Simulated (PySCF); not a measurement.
Cartesian coordinates in Å; atom numbers follow the order of the lines, from 1:
```xyz
8

F     0.3799    2.0500   -0.0348
C     0.6040    0.7079   -0.0194
Si   -1.0095   -0.2960    0.0001
P     2.2213    0.2458   -0.0031
H    -1.6124   -0.1493    1.3248
H    -0.6361   -1.6841   -0.2698
H    -1.8746    0.2591   -1.0377
H     1.9363   -1.1241    0.0153
```

- GFN2-xTB geometry
- shielding tensors at PBE0/pcSseg-1 (GIAO)
- code: PySCF
- gas phase, one conformer, non-relativistic Hamiltonian, one averaged value for each set of equivalent atoms

δ = σ(ref) − σ, references computed at the same level: ¹³C (186.93 ppm), ¹H (31.72 ppm), ²⁹Si (349.16 ppm) against TMS; ¹⁹F (170.95 ppm) against CFCl3; ³¹P (318.38 ppm) against H3PO4.

```tsv
atoms	nucleus	count	Hirshfeld charge	δ (ppm)
Si3	²⁹Si	1	0.31	-69.5
F1	¹⁹F	1	-0.09	3.1
P4	³¹P	1	0.04	?
H5/H6/H7	¹H	3	-0.07	4.43
H8	¹H	1	-0.01	?
C2	¹³C	1	-0.05	263.0
```

Question: Complete the table.

Answer: 
- H8: 5.94 ppm, hydrogen on a phosphorus bonded to C
- P4: 222.7 ppm, phosphorus bonded to C, H

Shifts are as computed. Against solution values, carbons near 30 ppm lie about +3 ppm off and those near 130 ppm about +5 ppm. Of 1211 compounds with measured shifts, 218 miss one by over three times the rms of a fit or turn the order of signals round; such compounds aren't used in these exercises. Unscaled 19F shifts against computed CFCl3 carry errors that often reach 10 to 50 ppm. Experimental scales use liquid or dissolved standards, which lie at an offset from isolated H3PO4.
